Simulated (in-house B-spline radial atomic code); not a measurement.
Computed with a B-spline radial atomic code. Model: two electrons, singlet ground state, non-relativistic, full CI in B-splines with partial waves to l = 8 (at full coupling up to 3e-4 hartree above the limit, correlation up to 0.6 % small), density held at that of full coupling by Lieb maximisation.

W(λ) is the mean repulsion in the state of coupling λ less the Hartree energy of the fixed density. Its start is exact exchange, its initial slope is twice the second-order Görling-Levy correlation energy, and its area from 0 to 1 is E_xc. A straight curve means weak, dynamic correlation, and a curve that drops fast and flattens means strong correlation.

Command:
```bash
python run_ac.py task.json out
```
Settings (lengths in bohr, energies in hartree):
```
potential              coulomb
strength               12
lmax                   8
```

Run time, properties included: 6.7 s on 1 thread of Intel(R) Xeon(R) Processor @ 2.30GHz, with other jobs on the host.

**W = mean repulsion less Hartree energy, and W of three functionals.**

Given: confinement point charge; nuclear charge 12; external potential -Z/r.

Computed: LDA exchange minus exact 1031.9 millihartree; PBE exchange minus exact 144.48 millihartree.

```tsv
coupling	W xc (hartree)	W xc minus exchange (millihartree)	kinetic minus Kohn-Sham (millihartree)	LDA (PW92) W minus its exchange (millihartree)	PBE W minus its exchange (millihartree)	SCAN W minus its exchange (millihartree)
0	-7.2776	0	0	0	0	0
0.02	-7.2794	-1.862	0	-16.67	-1.9	-1.85
0.05	-7.2822	-4.65	0.1	-36.03	-4.76	-4.62
0.12	-7.2887	-11.137	0.7	-73.7	-11.46	-11
0.25	-7.3007	-23.106	2.9	-131.65	-23.98	-22.7
0.4	-7.3144	-36.796	7.3	-188.69	-38.45	-35.98
0.6	-7.3324	-54.852	16.3	-255.29	-57.74	-53.37
0.8	-7.3502	-72.687	28.8	-314.73	-76.96	-70.44
1	-7.3679	-90.304	44.7	-369.04	-96.05	-87.22
1.4	-7.4025	-124.9	86.2	-466.5	-133.8	-119.96
2	?	?	?	?	?	?
3	-7.5329	-255.31	371.4	-771.1	-277.61	-241.78
4.5	?	?	?	?	?	?
7	-7.8115	-533.94	1744.1	-1276.1	-586.43	-498.46
10	-7.985	-707.42	3212.1	-1544.9	-778.7	-658.22
```

(1) What belongs in the row 2?

(2) What belongs in the row 4.5?

(3) What is the SCAN exchange minus exact?

**Energy parts, natural occupations and partial-wave weights.**

Computed: total energy -136.6567 hartree; exchange energy -7.2776 hartree; kinetic part of the DFT correlation energy 0.044678 hartree; initial slope twice GL2 -0.093133 hartree; Hartree energy 14.555 hartree; Kohn-Sham kinetic 136.61 hartree; Lieb Oxford ratio E_xc over LDA exchange 1.1725.

```
natural  occupation of the shell (electrons)
      s                               1.9996
      p                           0.00021442
      s                                    ?
      d                           1.2198e-05
      p                           8.3726e-06
      s                           3.2036e-06
```

(4) What belongs in the row s?

```csv
wave,weight
s,0.99988
p,0.00011184
d,?
f,1.0323e-06
g,2.4847e-07
```

(5) What belongs in the row d?

(6) What is the correlation energy?

(7) What is the kinetic part over minus potential part?

Results:

(1) W xc (hartree): -7.4528; W xc minus exchange (millihartree): -175.26; kinetic minus Kohn-Sham (millihartree): 171.7; LDA (PW92) W minus its exchange (millihartree): -593.26; PBE W minus its exchange (millihartree): -189.14; SCAN W minus its exchange (millihartree): -167.25.

(2) W xc (hartree): -7.6446; W xc minus exchange (millihartree): -367.08; kinetic minus Kohn-Sham (millihartree): 789.4; LDA (PW92) W minus its exchange (millihartree): -989.21; PBE W minus its exchange (millihartree): -401.47; SCAN W minus its exchange (millihartree): -345.02.

(3) -4.0004 millihartree.

(4) occupation of the shell (electrons): 0.00012912.

(5) weight: 6.8671e-06.

(6) -0.045626 hartree.

(7) 0.49475.

Half-way to full coupling W has made 51 % of its drop, against 50 % for a straight line, and second-order (GL2) theory, half the initial slope, overshoots the correlation energy by about 2 %: correlation is weak here. Over couplings 0 to 1 the errors in E_xc come to about +866 millihartree for LDA, +142 millihartree for PBE, -2.7 millihartree for SCAN, so SCAN is nearest. In LDA and PBE and SCAN the errors of exchange and correlation have opposite signs, so the sum is smaller than the larger of the two.
